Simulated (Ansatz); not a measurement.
`[SeH][InH2]` + `C=O` → `O=C[SeH]` + `[InH3]`  (formal exchange of groups at the Se–In bond)

Program: Ansatz. Geometries: PBE0-D4/def2-TZVP. ΔE: electronic, gas phase. CCSD(T)/CBS is the MP2 limit (def2-TZVPP, def2-QZVPP) plus CCSD(T) − MP2 in def2-TZVPP, frozen cores. This one scheme is used for every species. Functionals use def2-TZVPP. def2 core potentials past Kr. For In, Se outer-core shells are correlated without core-valence functions, which leaves a few kJ/mol of doubt a bond. Scalar relativity is left out up to krypton. Each species was taken in one conformer, which may not be the lowest.

CCSD(T)/CBS gives +1.37 eV.

(1) Another level gave +1.25 eV. Which?
A. r2SCAN0-D4/def2-TZVPP
B. HF/def2-TZVPP
C. revPBE-D4/def2-TZVPP
D. r2SCANh-D4/def2-TZVPP

Largest T1 diagnostic among the species: 0.015.

## Answers

(1) A. r2SCAN0-D4 1.25, revPBE-D4 1.02, HF/def2-TZVPP 1.49, r2SCANh-D4 1.18 eV.

Leaving LDA and LC-ωPBE aside and taking each functional with its dispersion term where it has one, the values, not all of them listed here, spread over 0.33 eV, from revPBE-D4 to BHLYP-D4. LDA lies −0.08 eV from PBE without D4. In def2-TZVPP, CCSD(T) changes the Hartree–Fock value by −0.20 eV (the triples alone add −0.05 eV) and MP2 by −0.16 eV.
